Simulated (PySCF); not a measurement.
Compound: C5H8O2.
Geometry (PBE0-D3(BJ)/def2-SVP, Å), atoms numbered from 1 in this order:
```xyz
15
C5H8O2 angstrom
C     -1.720   -0.364   -0.569
O     -2.182   -1.524    0.115
C     -1.166   -1.401    1.104
C     -0.593   -0.147    0.442
C      0.877    0.005    0.049
O      0.998    1.228    0.766
C     -0.362    1.171    1.183
H     -1.389   -0.582   -1.601
H     -2.479    0.439   -0.604
H     -0.486   -2.273    1.125
H     -1.577   -1.250    2.119
H      1.550   -0.782    0.436
H      1.063    0.127   -1.034
H     -0.469    1.116    2.282
H     -0.957    2.026    0.813
```

Level: PBE0/def2-SVPD in PySCF, non-relativistic, on one gas-phase PBE0-D3(BJ)/def2-SVP geometry that isn't relaxed in the solvent. The solvent is an IEF-PCM continuum (cavity from Bondi-type radii × 1.2), and excitations are vertical TDDFT with non-equilibrium linear response and a frozen core. The model holds no explicit solvent molecules, cavitation or dispersion.

Gas-phase singlets (H = HOMO, L = LUMO):

```csv
state,E (eV),λ (nm),f,leading configuration
S1,6.694,185,0.002,H→L+1 87%
S2,6.694,185,0.002,H-1→L+1 87%
S3,6.941,179,0.041,H→L 90%
S4,6.941,179,0.041,H-1→L 90%
S5,7.765,160,0.000,H→L+2 48%
```

Problem. What are the lowest 5 singlets in chloroform (ε = 4.711)?

Solution. 
```json
{"state": "S1", "E (eV)": "6.702", "λ (nm)": "185", "f": "0.001", "leading configuration": "H→L 87%", "change by rank (eV)": "+0.008"}
{"state": "S2", "E (eV)": "6.702", "λ (nm)": "185", "f": "0.001", "leading configuration": "H-1→L 87%", "change by rank (eV)": "+0.008"}
{"state": "S3", "E (eV)": "7.094", "λ (nm)": "175", "f": "0.055", "leading configuration": "H→L+1 90%", "change by rank (eV)": "+0.153"}
{"state": "S4", "E (eV)": "7.094", "λ (nm)": "175", "f": "0.055", "leading configuration": "H-1→L+1 90%", "change by rank (eV)": "+0.153"}
{"state": "S5", "E (eV)": "7.804", "λ (nm)": "159", "f": "0.000", "leading configuration": "H→L+2 86%", "change by rank (eV)": "+0.039"}
```

Problem. How do the frontier levels move from gas to chloroform?

Solution. 
```tsv
orbital	gas (eV)	solvent (eV)	change (eV)	Löwdin shares, gas	Löwdin shares, solvent
LUMO+2	1.41	1.56	+0.15	H13 12 %, H14 12 %, H8 11 %, H11 11 %	O6 22 %, O2 22 %, C5 6 %, C1 6 %
LUMO+1	0.59	0.78	+0.19	O2 11 %, O6 11 %, C3 9 %, C1 9 %	C3 12 %, C1 12 %, C7 12 %, C5 12 %
LUMO	0.52	0.69	+0.17	C7 11 %, C5 11 %, C3 11 %, C1 11 %	O6 13 %, O2 13 %, C7 9 %, C5 8 %
HOMO	-7.52	-7.42	+0.10	O6 37 %, O2 18 %, C5 7 %, C7 7 %	O6 46 %, C5 9 %, C7 9 %, O2 6 %
HOMO-1	-7.52	-7.42	+0.10	O2 37 %, O6 18 %, C3 7 %, C1 7 %	O2 46 %, C3 9 %, C1 9 %, O6 6 %
HOMO-2	-8.62	-8.59	+0.03	O6 28 %, O2 28 %, C4 15 %, C7 7 %	O6 27 %, O2 27 %, C4 15 %, C7 7 %
HOMO-3	-9.57	-9.39	+0.18	C4 25 %, C1 19 %, C3 19 %, O6 10 %	C4 25 %, C1 19 %, C3 19 %, O6 11 %
```

The HOMO–LUMO gap goes from 8.04 to 8.11 eV. Rows go by rank; for LUMO, LUMO+1 and LUMO+2 the atom shares or the degeneracy differ between the runs, so the row needn't follow one orbital. Shares within a degenerate set are those of one arbitrary member.
